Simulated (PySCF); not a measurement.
**State search for CdB**

Unrestricted PBE0; basis Cd def2-SVP with ECP28, B def2-SVP; scalar-relativistic core potentials; PySCF 2.14. Outer shells of the fragments: Cd 4d10 5s2; B 2s2 2p1.

Followed along the bond (rough minima from three points):

| 2Ms+1 | unpaired | ⟨S²⟩ at the start | R at minimum (Å) | Te (eV) |
| --- | --- | --- | --- | --- |
| 2 | π ↑ | 0.78 | 2.44 | 0.00 |
| 4 | σ ↑↑, π ↑ | 3.75 | 2.25 | 1.43 |
| 2 | σ ↑ | 0.76 | none in the scan | ≤ 0.41 |
| 4 | σ ↑, π ↑↑ | 3.77 | none in the scan | ≤ 1.22 |

Solutions found at the starting distance of 2.215 Å, counted from the lowest of them; the search is not exhaustive and high or unbound solutions are not listed, so other states can lie among these:

| 2Ms+1 | unpaired | term | E (eV) | ⟨S²⟩ | ⟨Lz²⟩ | μ (D) |
| --- | --- | --- | --- | --- | --- | --- |
| 2 | π ↑ | ²Π | 0.00 | 0.78 | 1.00 | -2.00 |
| 2 | σ ↑ | ²Σ⁺ | 0.77 | 0.76 | 0.00 | 0.48 |
| 4 | σ ↑, π ↑↑ | ⁴Σ⁻ | 1.19 | 3.77 | 0.00 | -3.62 |
| 4 | σ ↑↑, π ↑ | ⁴Π | 1.34 | 3.75 | 1.00 | -0.97 |
| 2 | σ ↑, π ↑↓ | mixed | 1.87 | 1.78 | 2.01 | -3.58 |
| 2 | σ ↓, π ↑↑ | mixed | 1.98 | 1.77 | 0.00 | -3.73 |
| 2 | σ ↑ | mixed | 2.67 | 0.78 | 2.00 | -3.21 |
| 4 | σ ↑, π ↑↑ | mixed | 3.96 | 3.77 | 2.00 | 0.18 |
| 2 | π ↑ | mixed | 5.29 | 1.33 | 1.00 | -3.74 |

A term symbol is given only where ⟨S²⟩ and ⟨Lz²⟩ are close to those of a pure state; real π, δ and φ orbitals otherwise mix terms. A positive dipole means Cd(−)B(+).

Spin–orbit coupling is left out. Counting both spins, an empty level lies below a filled one in some of these solutions, because spin and occupation are held.
